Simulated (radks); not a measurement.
All-electron atom: Mg5+ in [He] 2s2 2p3. Method: non-relativistic Kohn-Sham, PBE, spin-polarised, spherical densities, point nucleus; open shells are filled with parallel spins first; computed with a radial shooting solver on a logarithmic mesh with Libxc functionals.

Radial electron density D(r) = 4 pi r^2 rho(r):

r (bohr)  D(r) (e/bohr)  spin D(r)
0.006853         0.5560  -0.000148
0.00837          0.7998  -0.000194
0.01022           1.141  -0.000236
0.01249           1.612  -0.000245
0.01525           2.251  -0.000148
0.01848           3.058   0.000193
0.02257           4.136    0.00114
0.02757           5.473    0.00338
0.03367           7.056    0.00834
0.04113           8.809     0.0188
0.05023           10.58     0.0397
0.06135           12.12     0.0805
0.07434           13.10      0.153
0.0908            13.31      0.286
0.1109            12.51      0.514
0.1355            10.83      0.881
0.1654            8.729       1.43
0.2021            6.943       2.18
0.2468            6.134       3.10
0.2991            6.467       4.03
0.3653            7.507       4.77
0.4461            8.302       5.01
0.5449            7.979       4.54
0.6656            6.355       3.46
0.8129            4.051       2.14
0.9929            1.994       1.04
1.203            0.7614      0.398
1.469            0.1969      0.105
1.795           0.03296     0.0182
2.192          0.003258    0.00190

D(r) has 2 maxima, at r = 0.0859, 0.472 bohr, and minima at 0.255 bohr, inside which lie 2.22 electrons.
